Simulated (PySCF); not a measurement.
H3OSi, SMILES [OH+]=[SiH2], charge +1.

The structure is a stationary point at r2SCAN-D4/def2-TZVP. The isomer is the one that the SMILES or the coordinates give; other isomers of the formula were not compared.

Calculation: SMD-ωB97X/def2-SVP in PySCF.

Solvation free energies are E(SMD) − E(gas) at the gas-phase geometry, for 1 M in both phases.

```tsv
solvent	ΔG(solv) (kcal/mol)	its non-electrostatic (CDS) part
water	-67.4	1.7
benzene	-37.6	-1.1
acetone	-64.1	-0.8
```
